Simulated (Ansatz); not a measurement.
A nudged elastic band was laid between two geometries of BClFH3O (7 atoms, charge 0, multiplicity 1).

Theory: RKS BLYP/def2-SVP (Ansatz).

| Item | Value |
| --- | --- |
| movable images | 2 |
| climbing image | yes |
| spring | 5.0 eV/Å² |
| optimiser | quadratic models (default) |
| start path | through a guess of the saddle point |
| force threshold | 0.03 eV/Å |
| iteration limit | 60 |
| end points | relaxed |

First end point:

```xyz
7
Properties=species:S:1:pos:R:3
B 0.037 0.020 0.090
H 0.004 0.589 1.165
F 1.165 0.095 -0.650
Cl -1.543 0.100 -0.897
O -0.004 -1.683 0.589
H -0.727 -2.042 0.021
H -0.357 -1.702 1.504
```

Last end point:

```xyz
7
Properties=species:S:1:pos:R:3
B -0.082 -0.294 -1.057
H 0.071 -1.029 3.458
F 1.047 0.364 -1.304
Cl -1.429 -0.166 -2.229
O -0.168 -1.036 0.076
H -1.026 -1.487 0.181
H 0.162 -0.975 2.698
```

Question: Which bonds break or form, and what moves?

Answer: Bonds broken: B1–H2, O5–H7. Bonds formed: H2–H7. BClFH3O becomes BClFHO + H2.

Question: What energy profile does the band end with?

Answer: The run converged. The highest image is number 1 of 0 to 3, 23.1 kcal/mol above the first end and 45.2 kcal/mol above the last; the last end lies 22.1 kcal/mol below the first. Neighbouring images differ by up to 1.9 eV, so the band resolves the path poorly. Another band between the same ends (7 images) ends at a top of the same energy, where a vibrational analysis finds 1 clearly imaginary mode. So few images can step over the top or miss a turn of the path. The orbitals stay closed-shell, which can raise the energy where a bond breaks towards radicals; this wasn't checked here.

```
image  path coordinate (Å)  energy (kcal/mol)  B1–H2 (Å)  O5–H7 (Å)  H2–H7 (Å)
    0                 0.00                0.0       1.22       0.98       2.34
    1                 1.09               23.1       1.39       1.27       1.06
    2                 3.15              -21.6       3.52       2.59       0.77
    3                 5.21              -22.1       4.58       2.64       0.77
```

Question: What is the geometry of the highest image?

Answer: 
```xyz
7
Properties=species:S:1:pos:R:3
B -0.013 -0.276 -0.021
H -0.124 0.196 1.284
F 1.161 0.134 -0.536
Cl -1.544 0.149 -0.913
O 0.036 -1.765 0.446
H -0.820 -2.197 0.235
H -0.121 -0.863 1.328
```

The band took 37 iterations and of the order of 2.3 core-minutes.

The run took 2.3 min on 1 thread of Arm Neoverse V1, on a shared host, peak memory 0.15 GiB.
